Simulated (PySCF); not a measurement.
## Magnetisability: SMILES Cc1c(Br)[c+]1OC(F)(F)F, [C5H3BrF3O]+, charge +1

Geometry:
```json
{"atom": "C1", "x (Å)": "-1.627", "y (Å)": "-0.715", "z (Å)": "0.689"}
{"atom": "C2", "x (Å)": "-0.953", "y (Å)": "0.312", "z (Å)": "-0.053"}
{"atom": "C3", "x (Å)": "-0.971", "y (Å)": "1.563", "z (Å)": "-0.692"}
{"atom": "Br4", "x (Å)": "-1.819", "y (Å)": "3.069", "z (Å)": "-1.199"}
{"atom": "C5", "x (Å)": "0.195", "y (Å)": "0.803", "z (Å)": "-0.677"}
{"atom": "O6", "x (Å)": "1.430", "y (Å)": "0.701", "z (Å)": "-1.037"}
{"atom": "C7", "x (Å)": "2.149", "y (Å)": "-0.441", "z (Å)": "-0.646"}
{"atom": "F8", "x (Å)": "1.441", "y (Å)": "-1.528", "z (Å)": "-0.909"}
{"atom": "F9", "x (Å)": "2.361", "y (Å)": "-0.405", "z (Å)": "0.656"}
{"atom": "F10", "x (Å)": "3.270", "y (Å)": "-0.456", "z (Å)": "-1.295"}
{"atom": "H11", "x (Å)": "-2.602", "y (Å)": "-0.926", "z (Å)": "0.241"}
{"atom": "H12", "x (Å)": "-1.846", "y (Å)": "-0.349", "z (Å)": "1.699"}
{"atom": "H13", "x (Å)": "-1.034", "y (Å)": "-1.626", "z (Å)": "0.762"}
```

Total charge +1.

Theory: GIAO B3LYP/pcSseg-1 magnetisability, rotational g tensor and spin-rotation constants, non-relativistic, gas phase (PySCF). Geometry: GFN2-xTB.

The calculation is non-relativistic, which matters for the atoms heavier than Zn. For an ion the centre-of-mass motion in the field is neglected.

(1) How diamagnetic is it, and how anisotropic?

(2) Split it along the inertial axes a, b, c into diamagnetic and paramagnetic parts about the centre of mass, with the quadrupole moment.

(3) And the rotational g tensor?

Answers

(1) Isotropic -1453 × 10⁻³⁰ J/T², or -87.5 × 10⁻⁶ cm³/mol; principal values -1655, -1412, -1293 × 10⁻³⁰ J/T², anisotropy 320 × 10⁻³⁰ J/T² (root of half the summed squared differences of the principal values). The susceptibility is in cgs units.

(2) 
```csv
axis,χ (10⁻⁶ cm³/mol),diamagnetic (10⁻⁶ cm³/mol),paramagnetic (10⁻⁶ cm³/mol),summed x² of all electrons (Å²),quadrupole Θ (D Å)
a,-81.4,-698.9,617.5,577.9,+10.26
b,-81.4,-2601.5,2520.1,129.4,+5.12
c,-99.7,-3000.6,2901.0,35.3,-15.37
```
Anisotropies 2χaa − χbb − χcc = +18.2 and 2χbb − χaa − χcc = +18.3 × 10⁻⁶ cm³/mol. Θ is traceless in Buckingham's convention.

(3) 
```
axis  rotational constant (GHz)        g  nuclear part  electronic part
   a                     1.9664  -0.0178        0.5526          -0.5704
   b                     0.3971  -0.0030        0.4671          -0.4701
   c                     0.3509  +0.0023        0.4806          -0.4783
```
Asymmetric top; isotopes 79Br, 12C, 19F, 1H, 16O; no vibrational averaging.
